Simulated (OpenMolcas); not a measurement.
# Computed transition rates of C II

| Item | Value |
| --- | --- |
| Program | OpenMolcas |
| Method | MS-CASPT2, IPEA 0.25 Eh, imaginary shift 0.1 Eh (closed shells correlated: 1s) |
| Basis | ANO-RCC [8s8p4d3f2g] |
| Scalar Hamiltonian | DKH2, point nucleus |
| Active space | 3 electrons in 8 orbitals (2s 2p 3s 3p) |
| State averaging | 2S+1 = 4 odd, 1 root; 2S+1 = 2 odd, 11 roots; 2S+1 = 4 even, 3 roots; 2S+1 = 2 even, 9 roots |
| Spin-orbit coupling | RASSI with atomic mean-field integrals over the reference wave functions, term energies averaged over their components |

Rates come from the transition moments of the reference wave functions (E1 and E2 in the length form). At fixed line strength A goes as λ^-3 for E1 and M1 and as λ^-5 for E2, so a rate at the computed wavelength can be rescaled to the measured one. Measured vacuum wavelengths follow from level energies in NIST Handbook of Basic Atomic Spectroscopic Data. Branching counts decays inside the model space alone, at computed energies, and the table is only a selection of the E1 lines, drawn from those between levels with measured partners whose computed energy lies within a factor of 1.5 of the measured one.

```tsv
Upper	Lower	Type	λ computed (nm)	λ measured (nm)	A computed (s-1)	A rescaled (s-1)	Branching %
2s 2p2 2P 3/2	2s2 2p 2P* 3/2	E1	89.78	90.41	3.50e+09	3.43e+09	83.3
2s 2p2 2P 1/2	2s2 2p 2P* 1/2	E1	89.77	90.4	2.79e+09	2.73e+09	66.5
2s 2p2 2S 1/2	2s2 2p 2P* 3/2	E1	103.3	103.7	1.74e+09	1.72e+09	66.4
2s 2p2 2P 1/2	2s2 2p 2P* 3/2	E1	89.81	90.45	1.41e+09	1.38e+09	33.5
2s 2p2 2S 1/2	2s2 2p 2P* 1/2	E1	103.3	103.6	8.81e+08	8.73e+08	33.6
2s 2p2 2P 3/2	2s2 2p 2P* 1/2	E1	89.73	90.36	6.99e+08	6.84e+08	16.7
2s 2p2 2D 5/2	2s2 2p 2P* 3/2	E1	134.1	133.6	4.62e+08	4.67e+08	100.0
2s 2p2 2D 3/2	2s2 2p 2P* 1/2	E1	134	133.5	3.86e+08	3.90e+08	83.5
2s 2p2 2D 3/2	2s2 2p 2P* 3/2	E1	134.2	133.6	7.66e+07	7.76e+07	16.5
2s 2p2 4P 1/2	2s2 2p 2P* 3/2	E1	237	232.9	8.92e+01		54.8
2s 2p2 4P 1/2	2s2 2p 2P* 1/2	E1	236.6	232.5	7.37e+01		45.2
2s 2p2 4P 5/2	2s2 2p 2P* 3/2	E1	236.6	232.6	5.51e+01		100.0
2s 2p2 4P 3/2	2s2 2p 2P* 3/2	E1	236.8	232.8	1.19e+01		79.1
2s 2p2 4P 3/2	2s2 2p 2P* 1/2	E1	236.5	232.4	3.14e+00		20.9
```

Spin-changing lines and M1 lines between different terms are not rescaled, since their strength hangs on the term gaps too.

The largest correction is for 2s 2p2 2P 1/2 → 2s2 2p 2P* 3/2 (E1): 1.41e+09 × (89.81 / 90.45)^3 = 1.38e+09 s-1, a factor of 0.98.

The computed rate and branching of 2s 2p2 2D 5/2 → 2s2 2p 2P* 3/2 give the upper level a radiative lifetime of 1.000 / 4.62e+08 s-1 = 2.16e-09 s, counting decays inside the model space alone. The rescaled rate gives about 2.1e-09 s.

The computed order of these levels differs from the measured one in 1 place, and where term gaps are wrong the rates of spin-changing lines can be off by large factors.

No measured rate stands beside these. Rescaling mends the energy factor alone: line strengths can still be far off where a level mixes with configurations outside the active space, and weak or spin-changing lines hang on small mixing coefficients that depend on the term gaps too, so rescaling need not improve them.

The run also gave levels led by 2s2 3p, which use shells meant for correlation; these and all levels above them are left out. Measured partners are found by configuration, term and J. A level has none where our copy of the source lacks it or the pairing is in doubt (some pairs that miss far off the trend of their configuration count as doubtful). Levels of configurations outside the active space are missing.

* marks odd parity.
